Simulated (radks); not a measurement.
Results of a calculation; reference values are marked as such.
Problem. Ru14+, configuration [Ar] 3d10 4s2. Level of theory: non-relativistic Kohn-Sham, LDA (Slater exchange, Perdew-Wang correlation), spin-unpolarised, spherical densities, point nucleus; relativity is left out, which matters for an element this heavy (a radial shooting solver on a logarithmic mesh with Libxc functionals). Some entries of the table are withheld. Estimate them.

orbital  occ.  eigenvalue (eV)  r(max) (bohr)
1s          2        -21628.13        0.02293
2s          2              (1)         0.1278
2p          6              (2)         0.1003
3s          2              (3)            (4)
3p          6        -743.6225         0.3580
3d         10        -582.9034            (5)
4s          2        -334.0755            (6)

Solution. 
(1) 2s eigenvalue (eV): -3324.892
(2) 2p eigenvalue (eV): -3102.958
(3) 3s eigenvalue (eV): -830.9426
(4) 3s r(max) (bohr): 0.3717
(5) 3d r(max) (bohr): 0.2977
(6) 4s r(max) (bohr): 0.8709
